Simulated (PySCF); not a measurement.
- geometry from GFN2-xTB
- NMR shieldings at PBE0/pcSseg-1/GIAO
- run in PySCF 2.14.0 with density-fitted response routines
- non-relativistic Hamiltonian, a single conformation, gas phase, one averaged value for each set of equivalent atoms

Referencing at the same level of theory: 1H and 13C vs TMS. Shifts are as computed. Against solution values, carbons near 30 ppm lie about +3 ppm off and those near 130 ppm about +5 ppm (rms about the fit 2.1 ppm; single classes can miss by 10 ppm). Of 1328 compounds with measured shifts, 309 miss one by over three times the rms of a fit or turn the order of signals round; such compounds aren't used in these exercises. Signals without a measured value on file couldn't be tested in this way; 1H shifts scatter by 0.2 ppm about their fit, and single ones miss by 0.5 ppm.

Q: Order these molecules by the shift of their most shielded carbon, lowest δ first.
A. c1ccn2cccc2c1
B. C=C1C=C(CC#N)C1=C
C. CC#Cc1ccncc1

A: C (5.9 ppm, propargylic methyl carbon), B (17.4 ppm, allylic sp3 CH2), A (105.1 ppm, aromatic CH).

Q: Order these molecules by the shift of their most deshielded carbon-bound hydrogen, lowest δ first.
A. c1ccn2cccc2c1
B. CC#Cc1ccccn1
C. C=C1C=C(CC#N)C1=C

A: C (7.16 ppm, hydrogen on an alkene CH), A (8.08 ppm, hydrogen on an aromatic CH next to a ring nitrogen), B (8.89 ppm, hydrogen on an aromatic CH next to a ring nitrogen).

Q: How many 13C and 1H signals does each give (equivalence by symmetry and fast rotation, but not about amide C–N or C=N bonds)? `CC#Cc1ccncc1`, `C=C1C=C(CC#N)C1=C`, `c1ccn2cccc2c1`, `CC#Cc1ccccn1`

A: CC#Cc1ccncc1: 6 C, 3 H; C=C1C=C(CC#N)C1=C: 8 C, 6 H; c1ccn2cccc2c1: 8 C, 7 H; CC#Cc1ccccn1: 8 C, 5 H.
